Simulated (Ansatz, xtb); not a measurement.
## Two isomers of C6H5BrS

We compare I, `Sc1ccccc1Br`, a singlet, with II, `Sc1cccc(Br)c1`, a singlet. Both are isolated molecules in the gas phase, relaxed with PBE0-D3(BJ)/def2-SVP; the shapes shown needn't be the lowest conformers.

I (Å):

```xyz
13

C    -0.1541    1.3630    0.3395
C     0.2631    1.3190   -1.0012
C    -0.0401    0.2387   -1.8183
C    -0.7736   -0.8358   -1.3161
C    -1.1976   -0.8153    0.0077
C    -0.8921    0.2715    0.8277
Br   -1.5082    0.2178    2.6159
S     0.2984    2.7906    1.2608
H    -0.2817    2.4089    2.4192
H     0.8383    2.1591   -1.3985
H     0.3002    0.2375   -2.8561
H    -1.0173   -1.6903   -1.9505
H    -1.7727   -1.6460    0.4201
```

II (Å):

```xyz
13

C    -1.4713    0.9288    0.0123
C    -0.7271    1.6081   -0.9616
C     0.5421    1.1562   -1.3061
C     1.0950    0.0308   -0.6972
C     0.3448   -0.6351    0.2691
C    -0.9286   -0.2026    0.6319
Br    1.0631   -2.1630    1.1137
S    -3.0741    1.5535    0.4036
H    -3.3827    0.6257    1.3325
H    -1.1456    2.4917   -1.4487
H     1.1157    1.6916   -2.0664
H     2.0900   -0.3254   -0.9658
H    -1.4878   -0.7491    1.3933
```

Question: Estimate which is lower in electronic energy at CCSD(T)/def2-SVP + ΔMP2/def2-TZVPP, and by roughly how much.

Answer: CCSD(T)/def2-SVP + ΔMP2/def2-TZVPP gives E(II) − E(I) = −0.58 kJ/mol, slightly favouring structure II, which is too small a margin to settle the true order.

How the difference moves with the method:

| level | geometry | E(II) − E(I) (kJ/mol) | departure from the last row (kJ/mol) | job, with rough time for the two |
| --- | --- | --- | --- | --- |
| GFN2-xTB | GFN2-xTB | −5.46 | −4.88 | optimisation, 0.2 s |
| HF/STO-3G | GFN2-xTB | −5.96 | −5.38 | single point, 0.72 s |
| r2SCAN-D4/def2-SVP | GFN2-xTB | +0.56 | +1.15 | single point, 4.8 s |
| PBE0-D3(BJ)/def2-SVP | PBE0-D3(BJ)/def2-SVP | +1.81 | +2.39 | optimisation, 36 s |
| HF/def2-SVP | PBE0-D3(BJ)/def2-SVP | −9.45 | −8.87 | part of the CCSD(T) run |
| MP2/def2-SVP | PBE0-D3(BJ)/def2-SVP | −0.52 | +0.06 | part of the CCSD(T) run |
| CCSD(T)/def2-SVP | PBE0-D3(BJ)/def2-SVP | −2.23 | −1.64 | single point |
| CCSD(T)/def2-SVP + ΔMP2/def2-TZVPP | PBE0-D3(BJ)/def2-SVP | −0.58 |  | single point, 1.9 min |

As drawn, both hold the same kinds of bond in the same numbers.

The largest departure from CCSD(T)/def2-SVP + ΔMP2/def2-TZVPP is that of HF/def2-SVP, 8.87 kJ/mol. The last row adds to CCSD(T) the change of the MP2 difference between the two basis sets, here +1.64 kJ/mol.

With thermal terms from frequencies at re-optimised GFN2-xTB minima (ideal gas, soft modes damped towards free rotors, one conformer each, 298.15 K, 1 atm): the zero-point term adds +0.11 kJ/mol; ΔH is −0.48 and ΔG −0.82 kJ/mol.

The correlated steps freeze 20 core orbitals; the filled d shell of Br is correlated, in a basis made for valence electrons. Run with Ansatz 0.2.0, xtb 6.7.1; the last row on 2 threads of Intel(R) Xeon(R) 6975P-C (Granite Rapids) on a shared host.
